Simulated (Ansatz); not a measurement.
Basis-set series for H8N2OSi2 (`N[SiH](O)N[SiH3]`). The species carries charge 0 and has multiplicity 1. The structure was optimised at the PBE0-D4/def2-TZVP level. It is one conformer, not always the lowest.

```json
{"functional": "PBE0-D4", "basis": "def2-TZVPP", "functions": "289", "energy (Eh)": "-768.32233", "HOMO (eV)": "-7.57", "LUMO (eV)": "0.34"}
{"functional": "PBE0-D4", "basis": "def2-QZVPP", "functions": "551", "energy (Eh)": "-768.35461", "HOMO (eV)": "-7.60", "LUMO (eV)": "0.07"}
{"functional": "ωB97M-V", "basis": "def2-TZVPP", "functions": "289", "energy (Eh)": "-768.65894", "HOMO (eV)": "-9.88", "LUMO (eV)": "1.85"}
{"functional": "ωB97M-V", "basis": "def2-QZVPP", "functions": "551", "energy (Eh)": "-768.68891", "HOMO (eV)": "-9.91", "LUMO (eV)": "1.32"}
```

Task: Give the rows for def2-SVP. (Estimate.)

Result: Computed: 
```csv
functional,basis,functions,energy (Eh),HOMO (eV),LUMO (eV)
PBE0-D4,def2-SVP,118,-767.87280,-7.37,0.94
ωB97M-V,def2-SVP,118,-768.20095,-9.65,2.69
```

Positive LUMOs are unbound and depend on the basis.
